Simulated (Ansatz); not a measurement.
Coupled-cluster diagnostics for the cluster B₄F₂, Ansatz.

Geometry of the singlet (PBE-D4/def2-SVP):

```xyz
6

B    -0.4369    0.4624    0.9739
B     1.0877    0.0552    0.0748
B     1.0228    0.7135    1.4412
B     0.4068   -0.5564   -1.1676
F    -0.3454   -1.0193   -2.0993
F    -1.7350    0.3446    0.7770
```

Correlated methods freeze 6 core orbitals. The geometry of the singlet was relaxed on an unsound state (restricted singlet, unstable towards broken spin symmetry at other levels and untested here). Another isomer (singlet) lies 0.46 eV lower at PBE0-D4/def2-TZVP; other spin states weren't run for this one.

Problem. Estimate the CCSD(T) correlation energy, the shares of MP2 and (T), T1 and the reference's ⟨S²⟩ for: charge 0, singlet, own geometry in def2-TZVPP; and the rough time on 4 threads of Arm Neoverse V2 on a shared host.

Solution. 
```tsv
state	basis	correlation (eV)	MP2 share (%)	(T) share (%)	T1	⟨S²⟩ (pure)	wall time	remarks
charge 0, singlet, own geometry	def2-TZVPP	-25.228	94.5	5.0	0.019	0.00 (0.00)	43 s	restricted SCF unstable
```
Customary marks for T1 are 0.02 (closed shells), 0.045 (open shells) and about 0.05 (3d metals). T1 stays under 0.02 throughout.
